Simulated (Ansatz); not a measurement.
`[F][GaH][SiH3]` + `[OH][Ge][F]` → `[F][Ge][O][SiH3]` + `[F][GaH2]` at 700 K and 1 bar (cleavage of the Si–Ga bond).

Gas-phase electronic energies from Ansatz, PBE0-D4/def2-TZVP geometries. CBS: MP2 limit from def2 TZ/QZ plus the TZ coupled-cluster correction, frozen cores. For Ga, Ge outer-core shells are correlated without core-valence functions, which leaves a few kJ/mol of doubt a bond. Scalar relativity is left out up to krypton. Each species was taken in one conformer, which may not be the lowest.

```tsv
species	CCSD(T)/CBS energy (Eh)	H − E (kJ/mol)	S (J/(mol·K))
`[F][GaH][SiH3]`	-2315.24439	148.3	426.2
`[OH][Ge][F]`	-2251.74560	79.1	334.9
`[F][Ge][O][SiH3]`	-2542.06230	144.9	435.6
`[F][GaH2]`	-2024.95631	74.9	302.8
```

H − E and S are ideal-gas, rigid-rotor, harmonic terms from PBE0-D4/def2-TZVP, for one conformer and one mirror image of each species. 1 Eh = 2625.50 kJ/mol, R = 8.31446 J/(mol·K).

By hand: ΔE, ΔH, ΔS and ΔG.

ΔE = (-2542.06230) + (-2024.95631) − (-2315.24439) − (-2251.74560) = -0.02862 Eh = -75.1 kJ/mol. Δ(H − E) = 144.9 + 74.9 − 148.3 − 79.1 = -7.6, so ΔH = -82.7 kJ/mol. ΔS = 435.6 + 302.8 − 426.2 − 334.9 = -22.7 J/(mol·K). ΔG = -82.7 − 700 × (-22.7)/1000 = -66.8 kJ/mol.

By hand: the equilibrium constant, and the temperature at which ΔG would vanish if ΔH and ΔS stayed fixed.

log₁₀ K = −ΔG/(RT ln 10) = 5.0. ΔG = 0 at ΔH/ΔS = 3643 K, far beyond where these terms or the molecules hold.

ΔH outweighs TΔS. A doubt of 5 kJ/mol in ΔE shifts log₁₀ K by 0.4 here. Other conformers and mirror images would add mixing entropy, several J/(mol·K) or more a flexible species. Modes under 60 cm⁻¹, often nearly free rotors, make the harmonic entropy too high. These are equilibria of isolated gas molecules and say nothing of rates. Largest T1 diagnostic: 0.015 (customary marks: 0.02 for closed shells, 0.045 for open ones).
